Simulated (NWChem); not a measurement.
Molecule: GeHI, singlet; SMILES [GeH][I]

Program: NWChem. Low-valent species are run as closed-shell singlets; no triplet was tried in these runs. Geometry: optimised at PBE0/def2-SVP. def2 effective core potentials on I; no spin-orbit coupling. Vertical excitations in the gas phase.

Task: What does the run give for B3LYP/def2-SVP, TDA? Quantities: lowest excitation, singlet (eV); oscillator strength of that lowest state; lowest state with f > 0.02, singlet (eV); oscillator strength of that bright state; orbital gap (eV).

Result: 
- lowest excitation, singlet (eV): 2.34
- oscillator strength of that lowest state: 0.006
- lowest state with f > 0.02, singlet (eV): 4.00
- oscillator strength of that bright state: 0.044
- orbital gap (eV): 3.24
